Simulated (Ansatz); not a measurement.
A CCSD(T) single point on CH5AlClNSSi (`[NH2][Al]1[CH2]S[SiH]1Cl`).

```yaml
crystal:
  periodic: [false, false, false]
  atoms:
    - {symbol: N, position_ang: [0.280417, -1.723449, -1.658789]}
    - {symbol: Al, position_ang: [0.152946, -0.364554, -0.544389]}
    - {symbol: C, position_ang: [1.261765, 0.152436, 0.994652]}
    - {symbol: S, position_ang: [-0.199299, 0.659676, 1.999872]}
    - {symbol: Si, position_ang: [-1.479603, 1.150236, 0.335283]}
    - {symbol: Cl, position_ang: [-1.412046, 3.148638, -0.225563]}
    - {symbol: H, position_ang: [1.058034, -2.362559, -1.709511]}
    - {symbol: H, position_ang: [-0.422711, -1.978295, -2.333902]}
    - {symbol: H, position_ang: [1.765603, -0.655592, 1.528574]}
    - {symbol: H, position_ang: [1.949668, 0.991128, 0.892969]}
    - {symbol: H, position_ang: [-2.889372, 0.925334, 0.741305]}
basis:
  gaussian: {orbitals: def2-TZVPP}
correlation: {method: ccsd_t}
output: {orbitals: {seedname: orbitals}}
```

```sh
$ ansatz run in.yaml --threads 4 --pin off --events-out ev --progress --plain --max-ram 10444MiB
```

The program prints (abridged):

```
Functional definition: HF
1760 factors; integrals over basis functions are off by at most 1.1e-3 eV
mean field evaluation 1: about -40357.5335 eV, gradient 4.4e1 eV
mean field evaluation 2: about -40357.9003 eV, gradient 4.4e1 eV
mean field evaluation 4: about -40362.6473 eV, gradient 4.1e0 eV
mean field evaluation 8: about -40362.7519 eV, gradient 2.9e-1 eV
mean field -40362.75263368 eV, -1483.3038004315 hartree, gradient 2.5e-6 eV, S^2 0.000000; 0 other end points of the search recorded, 0 dependent functions left out
22 core orbitals not correlated: weight in the atoms' cores, before any rotation towards them, 1.000 or more for the frozen orbitals, at most 0.000 for the correlated occupied ones
reference -40362.75263368 eV, -1483.3038004315 hartree; 17, 17 occupied and 261, 261 virtual orbitals, 1760 factors
second order -25.45308025 eV of doubles, -0.00000000 eV of singles
cycle   1  -26.29257006 eV  change   -8.4e-1 eV  update   1.1e-1
cycle   2  -26.92380182 eV  change   -6.3e-1 eV  update   3.3e-2
cycle   3  -27.05120069 eV  change   -1.3e-1 eV  update   1.8e-2
cycle   4  -27.03784314 eV  change    1.3e-2 eV  update   4.9e-3
cycle   5  -27.03601523 eV  change    1.8e-3 eV  update   2.7e-3
cycle   6  -27.03645592 eV  change   -4.4e-4 eV  update   9.0e-4
cycle   7  -27.03611178 eV  change    3.4e-4 eV  update   3.6e-4
cycle   8  -27.03613796 eV  change   -2.6e-5 eV  update   1.2e-4
cycle   9  -27.03617839 eV  change   -4.0e-5 eV  update   4.7e-5
cycle  10  -27.03615105 eV  change    2.7e-5 eV  update   2.0e-5
perturbative correction -1.26463207 eV, -0.0464743713 hartree
Total energy: -40391.05341680 eV, -1484.3438350282 hartree
```

Hardware: 4 threads of an Intel Xeon 6975P-C on a shared host. Wall time 2.9 min, peak host memory 3.9 GiB.

The correlation energy is -28.301 eV, 4.5 % of it from (T); the T1 diagnostic reads 0.0129.
